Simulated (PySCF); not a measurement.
Cartesian coordinates in Å; atom numbers follow the order of the lines, from 1:
```xyz
5

Cr    0.0202    0.0000    0.0163
O     0.0609   -0.0104    1.5408
O     1.4545    0.0051   -0.4983
F    -0.7695    1.3880   -0.5204
F    -0.7661   -1.3828   -0.5384
```

Geometry: PBE0-D3(BJ)/def2-SVP; GIAO shifts from PySCF 2.14.0 with density-fitted response routines, gas phase, non-relativistic, averaged over equivalent atoms.

At PBE0/pcSseg-1 (pcSseg-2 on Cr) (141 basis functions, 11 s wall time on 1 thread of an x86-64 server CPU, shared host):
```
atoms  δ (ppm)
  Cr1    -96.8
O2/O3   1562.7
F4/F5    225.1
```

Scale: 53Cr (σref -2892.95) against CrO4 2-; 17O (σref 334.56) against H2O; 19F (σref 177.25) vs CFCl3 (reference shieldings calculated alike).

**Question.** Estimate the result of repeating the calculation with PBE/pcSseg-1 (pcSseg-2 on Cr).

**Answer.** 
| atoms | δ at PBE/pcSseg-1 (pcSseg-2 on Cr) | change |
| --- | --- | --- |
| Cr1 | -163.9 | -67.1 |
| O2/O3 | 1242.9 | -319.8 |
| F4/F5 | 229.5 | +4.4 |

Chemical shifts δ = σref − σ; 53Cr (-2363.86 ppm) against CrO4 2-; H2O for 17O (334.63 ppm); 19F (144.73 ppm) against CFCl3, all at this level.

The largest change is at O2/O3 (oxygen bonded to Cr). Cost: 141 basis functions, 12 s wall time on 1 thread of an x86-64 server CPU, shared host.

Unscaled 19F shifts against computed CFCl3 carry errors that often reach 10 to 50 ppm. Unscaled 17O shifts of doubly bonded oxygen tend to come out too high, by tens of ppm or more. Experimental scales use liquid or dissolved standards, which lie at an offset from isolated H2O (liquid H2O: subtract about 36 ppm).
